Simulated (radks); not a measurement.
Species: Ce4+. Configuration: [Kr] 4d10 5p6 4f2 (not the ground configuration).

Calculated with a radial shooting solver on a logarithmic mesh with Libxc functionals: scalar-relativistic Kohn-Sham, PW91, spin-unpolarised, spherical densities, point nucleus.

Energy parts (hartree):
total: -8856.3749
kinetic: 9387.2062
electron-nucleus: -21382.6929
Hartree: 3348.4516
exchange-correlation: -209.3398

Orbitals (lengths in bohr, moments of r in powers of bohr; r(max) is where P^2 peaks; r(90%) holds 90 % of the orbital's charge):
orbital	occ.	eigenvalue (hartree)	<1/r>	<r>	r(90%)	r(max)
1s	2	-1481.467	63.35	0.02457	0.0443	0.01574
2s	2	-238.3132	14.60	0.1052	0.163	0.08906
2p	6	-213.5841	13.83	0.09235	0.150	0.07167
3s	2	-52.29854	5.301	0.2786	0.409	0.2546
3p	6	-44.43409	5.020	0.2766	0.414	0.2492
3d	10	-33.26455	4.762	0.2535	0.396	0.2051
4s	2	-11.60346	2.207	0.6384	0.917	0.5934
4p	6	-9.04226	2.034	0.6764	0.984	0.6198
4d	10	-5.35689	1.771	0.7473	1.12	0.6537
4f	2	-1.49821	1.227	1.055	1.78	0.7158
5p	6	-2.13883	0.7773	1.681	2.41	1.524

The highest occupied level is 4f at -40.768 eV. Summed over all electrons, <r^2> = 33.90 bohr^2, which gives a Langevin (diamagnetic) susceptibility term of -26.9 x 10^-6 cm^3/mol.
